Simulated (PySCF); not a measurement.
Geometry (Å), atoms numbered from 1 in this order:
```xyz
8

B     0.000    0.014   -1.094
P    -0.003   -0.008    0.742
F    -1.383    0.080    1.485
F     0.778    1.129    1.491
F     0.602   -1.265    1.463
H     1.188   -0.040   -1.355
H    -0.542    1.072   -1.355
H    -0.640   -0.983   -1.376
```

Geometry: PBE0-D3(BJ)/def2-SVP; GIAO absolute shieldings from PySCF 2.14, gas phase, non-relativistic, averaged over equivalent atoms.

At PBE0/pcSseg-1 (107 basis functions, 6.2 s wall time on 1 thread of an Arm Neoverse V1, shared host):
```csv
atoms,σ (ppm)
B1,155.1
P2,181.3
F3/F4/F5,225.0
H6/H7/H8,30.16
```

What do these become at KT2/pcSseg-1?

Answers


| atoms | σ at KT2/pcSseg-1 | change |
| --- | --- | --- |
| B1 | 154.4 | -0.7 |
| P2 | 201.3 | +20.0 |
| F3/F4/F5 | 204.7 | -20.3 |
| H6/H7/H8 | 30.04 | -0.12 |

The largest change is at F3/F4/F5 (fluorine bonded to P). Cost: 107 basis functions, 8.2 s wall time on 1 thread of an Arm Neoverse V1, shared host.
